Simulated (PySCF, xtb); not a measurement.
fluoro(fluorosilyloxy)silane (F2H4OSi2), SMILES F[SiH2]O[SiH2]F.

GFN2-xTB (xtb) at its own geometry gives an orbital gap of 6.14 eV and a dipole moment of 0.11 D.

Geometry: PBE0-D3(BJ)/def2-SVP. The values are those of a single conformer.

**Question.** What does PBE/def2-TZVP run with PySCF give? (The exact figures need the calculation; the answer reports its results.)

**Answer.** gap 7.21 eV (levels -7.87 and -0.65 eV), dipole 1.57 D.
